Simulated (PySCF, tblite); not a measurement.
Species: C₇H₈NP.
Numbering: `[CH3:1]/[CH:2]=[P:3]/[c:4]1[cH:5][cH:6][cH:7][n:8][cH:9]1` (hydrogens: H10, H11, H12 on C1; H13 on C2; H14 on C5; H15 on C6; H16 on C7; H17 on C9)

The geometry is computed with GFN2-xTB (gas phase).

Task: Give the optimised bond lengths and angles.

Result: 
| bond | length (bohr) | order |
| --- | --- | --- |
| C1–C2 | 2.813 | single |
| C2=P3 | 3.166 | double |
| P3–C4 | 3.472 | single |
| C4–C5 | 2.628 | aromatic |
| C5–C6 | 2.616 | aromatic |
| C6–C7 | 2.620 | aromatic |
| C7–N8 | 2.499 | aromatic |
| N8–C9 | 2.491 | aromatic |
| C4–C9 | 2.633 | aromatic |
| C1–H10, C1–H11, C1–H12 | 2.060 | single |
| C2–H13 | 2.048 | single |
| C5–H14 | 2.044 | single |
| C6–H15 | 2.040 | single |
| C7–H16 | 2.045 | single |
| C9–H17 | 2.047 | single |

Bonds in one row agree within 0.02 bohr and their mean is given. Orders are formal, as drawn. A selection of angles:
| angle | degrees |
| --- | --- |
| C1–C2–P3 | 123.1 |
| C2–P3–C4 | 98.6 |
| P3–C4–C5 | 121.0 |
| P3–C4–C9 | 121.4 |
| C5–C4–C9 | 117.6 |
| C4–C5–C6 | 119.0 |
| C5–C6–C7 | 118.3 |
| C6–C7–N8 | 123.2 |
| C7–N8–C9 | 118.4 |
| C4–C9–N8 | 123.5 |

Torsions: C1–C2–P3–C4 179° (antiperiplanar); C2–P3–C4–C5 -97° (anticlinal). The mirror-image conformer, all signs reversed, is as good.

The C–C distances run from 1.384 Å (C5–C6, aromatic) to 1.488 Å (C1–C2, drawn single), a spread of 0.104 Å. The 6-membered ring C4–C5–C6–C7–N8–C9 has internal angles of 117.6° to 123.5°; it is planar, 0.00 Å rms from its mean plane, widest ring torsion 1°. The 2 C–P bonds span 1.675 Å (C2=P3, drawn double) to 1.837 Å (P3–C4, drawn single), a spread of 0.162 Å.

Point group: C1 (no symmetry element, even within 0.4 Å). GFN2-xTB frequencies show an imaginary mode (45i cm⁻¹), so the point is no minimum at that level.
